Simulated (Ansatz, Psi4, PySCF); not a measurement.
Species: C4H5S, charge 0, multiplicity 2. SMILES: C1C=C[CH]S1
Structure (B3LYP-D3(BJ)/def2-TZVP (Ansatz, a first-principles code) minimum search):
```
C
C 1 1.3715
H 1 1.0802 2 124.72
H 2 1.0819 1 123.26 3 0.00
C 2 1.3924 4 121.83 1 180.00
H 5 1.0776 2 127.07 4 0.00
C 1 1.4966 3 120.93 2 180.00
H 7 1.0943 1 113.01 3 -61.06
H 7 1.0943 8 107.32 1 -125.26
S 5 1.7369 6 120.00 2 -180.00
```
Charge 0, spin multiplicity 2.

Property: atomisation energy, in kcal/mol. Conventions: no spin-orbit coupling; atomisation electronic, to ground-state atoms; 6-311+G** with 5d, 6d on Na to Ar in Ansatz; UHF or UKS for open shells; 6-31G* and kin with 6d, 5d where marked; non-relativistic; dispersion terms only where a functional's name holds one; frozen cores in correlated levels. First-principles rows: single points at B3LYP-D3(BJ) geometries (Ansatz). A UHF reference is markedly spin-contaminated in at least one set, which strains HF and MP2.

```json
[
 {"level": "PBE/3-21G", "program": "Ansatz", "atomisation energy (kcal/mol)": "1009.8"},
 {"level": "BP86/def2-SVP", "program": "PySCF", "atomisation energy (kcal/mol)": "1039.7"},
 {"level": "BP86/6-31G* (5d)", "program": "PySCF", "atomisation energy (kcal/mol)": "1033.6"},
 {"level": "B3LYP/6-31G*", "program": "Ansatz", "atomisation energy (kcal/mol)": "990.1"},
 {"level": "B3LYP/6-31G**", "program": "Ansatz", "atomisation energy (kcal/mol)": "995.0"},
 {"level": "B3LYP/def2-SVP", "program": "Ansatz", "atomisation energy (kcal/mol)": "999.0"},
 {"level": "M06-2X/6-311+G**", "program": "PySCF", "atomisation energy (kcal/mol)": "990.2"},
 {"level": "wB97X-D/6-311+G**", "program": "Psi4", "atomisation energy (kcal/mol)": "991.0"},
 {"level": "MP2/6-31G*", "program": "Ansatz", "atomisation energy (kcal/mol)": "925.4"},
 {"level": "MP2/6-311+G**", "program": "Ansatz", "atomisation energy (kcal/mol)": "949.4"},
 {"level": "PBE/def2-TZVPD", "program": "Ansatz", "atomisation energy (kcal/mol)": "1033.2"},
 {"level": "PBE0/def2-TZVPD", "program": "Ansatz", "atomisation energy (kcal/mol)": "1014.2"},
 {"level": "wB97M-V/def2-TZVPD", "program": "Ansatz", "atomisation energy (kcal/mol)": "1003.9"}
]
```

No value to compare with is used here. The 10 habitual levels span 925.4 (MP2/6-31G*) to 1039.7 kcal/mol (BP86/def2-SVP); PBE0/def2-TZVPD gives 1014.2.

The levels are drawn from those run, B3LYP/6-31G* more often than the rest, none by its result; runs whose electronic state is in doubt are left out.
